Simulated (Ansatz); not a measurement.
Ge(iPr)2H2 (C6H16Ge), relaxed as a singlet with RKS r2SCAN-D4/def2-SVP in Ansatz, starting from the GFN2-xTB geometry. Force threshold 0.02 eV/Å.

Another isomer (singlet) lies 0.65 eV lower at PBE0-D4/def2-TZVP; other spin states weren't run for this one.

Start:

Cartesian coordinates in Å:
```
C -0.946 -0.087 -1.407
C -2.212 0.490 -0.788
C -1.286 -1.132 -2.461
C 0.855 0.450 1.383
C 1.734 1.514 0.739
C 1.595 -0.254 2.512
Ge 0.234 -0.871 0.010
H -0.397 0.725 -1.894
H -1.971 1.267 -0.063
H -2.772 -0.292 -0.277
H -2.855 0.925 -1.552
H -1.904 -0.700 -3.248
H -0.379 -1.529 -2.915
H -1.832 -1.960 -2.012
H -0.028 0.939 1.805
H 1.194 2.040 -0.048
H 2.619 1.056 0.298
H 2.061 2.246 1.476
H 1.913 0.461 3.270
H 0.955 -0.997 2.986
H 2.479 -0.762 2.129
H 1.438 -1.521 -0.636
H -0.498 -2.006 0.692
```

```json
{"step": "1", "energy (eV)": "-62985.6595", "largest force component (eV/Å)": "0.725", "SCF passes": "19"}
{"step": "2", "energy (eV)": "-62985.7616", "largest force component (eV/Å)": "0.261", "SCF passes": "19"}
{"step": "3", "energy (eV)": "-62985.7718", "largest force component (eV/Å)": "0.030", "SCF passes": "19"}
{"step": "4", "energy (eV)": "-62985.7729", "largest force component (eV/Å)": "0.022", "SCF passes": "20"}
{"step": "5", "energy (eV)": "-62985.7742", "largest force component (eV/Å)": "0.036", "SCF passes": "19"}
{"step": "6", "energy (eV)": "-62985.7758", "largest force component (eV/Å)": "0.064", "SCF passes": "18"}
{"step": "7", "energy (eV)": "-62985.7766", "largest force component (eV/Å)": "0.057", "SCF passes": "19"}
{"step": "8", "energy (eV)": "-62985.7775", "largest force component (eV/Å)": "0.024", "SCF passes": "18"}
{"step": "9", "energy (eV)": "-62985.7776", "largest force component (eV/Å)": "0.013", "SCF passes": "20"}
```

Force components are those of the run's own axes.

End:

```xyz
23

C    -0.858   -0.128   -1.395
C    -2.053    0.619   -0.799
C    -1.296   -1.172   -2.424
C     0.798    0.369    1.386
C     1.517    1.551    0.733
C     1.655   -0.288    2.470
Ge    0.238   -0.952    0.028
H    -0.196    0.604   -1.896
H    -1.743    1.413   -0.100
H    -2.720   -0.067   -0.248
H    -2.659    1.095   -1.591
H    -1.877   -0.706   -3.240
H    -0.437   -1.690   -2.881
H    -1.940   -1.941   -1.964
H    -0.137    0.735    1.851
H     0.885    2.066   -0.009
H     2.437    1.225    0.217
H     1.816    2.300    1.488
H     1.937    0.442    3.250
H     1.128   -1.119    2.968
H     2.591   -0.694    2.049
H     1.502   -1.591   -0.595
H    -0.586   -2.073    0.703
```

By distances, no bond broke or formed. The bond that changes most is Ge7–H23, from 1.51 to 1.55 Å (atoms count from 1).

No frequencies were taken in this run, so the end may be a saddle point.

Run time 38 s (4 threads of Arm Neoverse V1 on a shared host).
